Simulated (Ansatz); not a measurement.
`NB(N)Br` → `N[B]N`• + Br•  (homolysis of the B–Br bond)

Isolated molecules relaxed with PBE0-D4/def2-TZVP in Ansatz; ΔE leaves out vibrations. CCSD(T)/CBS adds triple-zeta CCSD(T) − MP2 to the extrapolated MP2 energy (def2 sets, frozen cores). This one scheme is used for every species, atoms too. Functionals use def2-TZVPP. HSE06 is defined as in plane-wave codes. No spin–orbit coupling; open shells (•) take unrestricted orbitals. Spin–orbit coupling would lower the free atoms: clearly for Br. Bonds to Br are less sure, by a few kJ/mol each and by 10 to 20 or more in all where they break to atoms, as the def2 sets lack core-valence functions. Scalar relativity is left out up to krypton. Each species was taken in one conformer, which may not be the lowest.

CCSD(T)/CBS gives +4.93 eV.

(1) Another level gave +4.64 eV. Which?
A. revPBE-D4/def2-TZVPP
B. HSE06-D4/def2-TZVPP
C. PBE0/def2-TZVPP
D. BHLYP/def2-TZVPP

Largest T1 diagnostic among the species: 0.012.

Answers

(1) A. revPBE-D4 4.64, BHLYP 4.49, HSE06-D4 4.75, PBE0 4.69 eV.

The D4 term adds +0.12 eV with B3LYP and +0.06 eV with PBE0; it sums over pairs of atoms, weighted by their polarisabilities, and B3LYP, whose exchange is more repulsive, gets the larger term. Leaving LDA and LC-ωPBE aside and taking each functional with its dispersion term where it has one, the values, not all of them listed here, spread over 0.26 eV, from BLYP-D4 to ωB97M-V. LDA lies +0.72 eV from PBE without D4, its usual overbinding.

B3LYP here is the variant with VWN-RPA as its local correlation; programs differ in this.

CCSD(T)/CBS has its own doubt, a few kJ/mol and more with outer-core shells, so smaller differences from it don't rank the levels.
